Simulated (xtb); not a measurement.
xtb input (GFN1-xTB):

```bash
xtb mol.xyz --gfn 1 --sp --chrg 0 --uhf 0
```
mol.xyz:
```
7

C     -2.17756027    -0.52273193    -0.13803535
Ga    -0.27813598    -0.06740232    -0.02227445
Cl     1.28339558    -1.54873596     0.07095061
Cl     0.43914876     1.96309787     0.04443745
H     -2.29848170    -1.49384468    -0.61410983
H     -2.70796239     0.24403065    -0.69973112
H     -2.58923295    -0.56847493     0.87096363
```

End of the output:

```
         :::::::::::::::::::::::::::::::::::::::::::::::::::::
         ::                     SUMMARY                     ::
         :::::::::::::::::::::::::::::::::::::::::::::::::::::
         :: total energy             -13.677034721992 Eh    ::
         :: gradient norm              0.012364101599 Eh/a0 ::
         :: HOMO-LUMO gap              5.804316219737 eV    ::
         ::.................................................::
         :: SCC energy               -13.748240758609 Eh    ::
         :: -> electrostatic           0.005225986342 Eh    ::
         :: repulsion energy           0.073560764671 Eh    ::
         :: dispersion energy         -0.002354728054 Eh    ::
         :: halogen bond corr.         0.000000000000 Eh    ::
         :: add. restraining           0.000000000000 Eh    ::
         :: total charge               0.000000000000 e     ::
         :::::::::::::::::::::::::::::::::::::::::::::::::::::

           -------------------------------------------------
          |                Property Printout                |
           -------------------------------------------------

    * Orbital Energies and Occupations

         #    Occupation            Energy/Eh            Energy/eV
      -------------------------------------------------------------
         1        2.0000           -0.9058059             -24.6482
         2        2.0000           -0.9008748             -24.5141
         3        2.0000           -0.6369126             -17.3313
         4        2.0000           -0.5644089             -15.3583
         5        2.0000           -0.5336409             -14.5211
         6        2.0000           -0.5314937             -14.4627
         7        2.0000           -0.4877391             -13.2721
         8        2.0000           -0.4852076             -13.2032
         9        2.0000           -0.4811769             -13.0935
        10        2.0000           -0.4728348             -12.8665
        11        2.0000           -0.4623267             -12.5806
        12        2.0000           -0.4443938             -12.0926 (HOMO)
        13                         -0.2310891              -6.2883 (LUMO)
        14                         -0.1581518              -4.3035
        15                         -0.1359763              -3.7001
        16                         -0.1082924              -2.9468
        17                         -0.1013685              -2.7584
Note: The following floating-point exceptions are signalling: IEEE_DENORMAL
normal termination of xtb
        18                         -0.0475564              -1.2941
        19                         -0.0471701              -1.2836
        20                         -0.0424971              -1.1564
        21                         -0.0384790              -1.0471
        22                         -0.0345124              -0.9391
        23                         -0.0329458              -0.8965
       ...                                ...                  ...
        37                          0.7100915              19.3226
      -------------------------------------------------------------
                  HL-Gap            0.2133047 Eh            5.8043 eV
             Fermi-level           -0.3377414 Eh           -9.1904 eV

  Mulliken/CM5 charges         n(s)   n(p)   n(d)
     1C    -0.16975 -0.30639   1.011  3.159  0.000
     2Ga    0.40317  0.36498   1.173  0.935  0.488
     3Cl   -0.19860 -0.19063   1.890  5.314 -0.006
     4Cl   -0.19894 -0.19098   1.890  5.315 -0.006
     5H     0.05401  0.10704   0.946  0.000  0.000
     6H     0.05420  0.10722   0.946  0.000  0.000
     7H     0.05591  0.10877   0.944  0.000  0.000

Wiberg/Mayer (AO) data.
largest (>0.10) Wiberg bond orders for each atom

 ---------------------------------------------------------------------------
     #   Z sym  total        # sym  WBO       # sym  WBO       # sym  WBO
 ---------------------------------------------------------------------------
     1   6 C    3.973 --     5 H    0.950     6 H    0.950     7 H    0.941
                             2 Ga   0.922     3 Cl   0.105     4 Cl   0.105
     2  31 Ga   3.393 --     3 Cl   1.167     4 Cl   1.167     1 C    0.922
     3  17 Cl   1.337 --     2 Ga   1.167     1 C    0.105
     4  17 Cl   1.336 --     2 Ga   1.167     1 C    0.105
     5   1 H    0.999 --     1 C    0.950
     6   1 H    0.999 --     1 C    0.950
     7   1 H    0.998 --     1 C    0.941
 ---------------------------------------------------------------------------

Topologies differ in total number of bonds
Writing topology from bond orders to xtbtopo.mol

 dipole moment from electron density (au)
     X       Y       Z
  -1.5230  -0.3670  -0.0979  total (Debye):    3.990

           -------------------------------------------------
          | TOTAL ENERGY              -13.677034721992 Eh   |
          | GRADIENT NORM               0.012364101599 Eh/α |
          | HOMO-LUMO GAP               5.804316219737 eV   |
           -------------------------------------------------

------------------------------------------------------------------------
------------------------------------------------------------------------
 total:
 SCF:
```
